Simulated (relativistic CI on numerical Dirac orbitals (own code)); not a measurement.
**Slater and spin-orbit integrals, Fe III**

Calculated at this level of theory: Dirac-Coulomb-Breit CI, separate exchange-only KLI orbitals for each configuration, model QED, valence Slater integrals scaled by 0.85, P86 correlation energy added to each configuration (own radial code, finite nucleus).

Slater integrals F^k, G^k are unscaled and averaged over j, outside the closed core [Ne] 3s2; ζ comes from projecting the Hamiltonian with its Breit term on Σ l·s of the shell.

- 3p⁶3d⁶: F^2(3d,3d) = 87940, F^4(3d,3d) = 54600, ζ(3d) = 395.09 cm⁻¹; <r>(3d) = 1.063, <r^2>(3d) = 1.446 (bohr units).
- 3p⁶3d⁵4s: F^2(3d,3d) = 94081, F^4(3d,3d) = 58673, ζ(3d) = 446.66, G^2(3d,4s) = 12162 cm⁻¹; <r>(3d) = 1.004, <r^2>(3d) = 1.279, <r>(4s) = 2.427, <r^2>(4s) = 6.685 (bohr units).
- 3p⁶3d⁵4p: F^2(3d,3d) = 94804, F^4(3d,3d) = 59165, ζ(3d) = 452.46, F^2(3d,4p) = 20051, G^1(3d,4p) = 8006.5, G^3(3d,4p) = 6897, ζ(4p) = 593.57 cm⁻¹; <r>(3d) = 0.9978, <r^2>(3d) = 1.258, <r>(4p) = 2.888, <r^2>(4p) = 9.491 (bohr units).

(1) Give the Racah parameters of the d shell in 3p⁶3d⁶.

In this model ζ of a weakly bound d, f or g electron outside closed shells comes out too small, for d by up to a factor of two or three and at times with the wrong sign; that of an outer p electron is too small as well.

Correlation outside the listed configurations is missing or only estimated: errors of thousands of cm⁻¹ between configurations and terms are usual at this charge. Rates and lifetimes follow the computed energies and can be off by large factors. The fine structure of a lone outer electron comes out too small, for d and f at times inverted, and misplaced configurations move strength between like terms. 66 of the 69 excited levels that our extract of the measured tables holds in this range could be paired (the sources list more); they are missed by 1154 cm⁻¹ on average and 3679 at most, and levels without a partner can miss by more.

Averages of the first 10 configurations, taken without configuration mixing, which lowers the lowest level and can move excited configurations by several eV; other configurations of the list can lie among them:

```
Configuration  Parity  States  Average energy above the lowest level (eV)
       3p⁶3d⁶    even     210                                         3.7
     3p⁶3d⁵4s    even     504                                        10.6
     3p⁶3d⁵4p     odd    1512                                        16.8
    3p⁶3d⁴4s²    even     210                                        22.9
     3p⁶3d⁵4d    even    2520                                        24.4
     3p⁶3d⁵5s    even     504                                        24.5
     3p⁶3d⁵5p     odd    1512                                        26.6
   3p⁶3d⁴4s4p     odd    2520                                        28.5
     3p⁶3d⁵4f     odd    3528                                        29.0
     3p⁶3d⁵5d    even    2520                                        29.6
```

Answers

(1) B = F²/49 − 5F⁴/441 = 1176 cm⁻¹ and C = 35F⁴/441 = 4333 cm⁻¹; values fitted to spectra at such low charge are typically 15 to 30 % smaller.
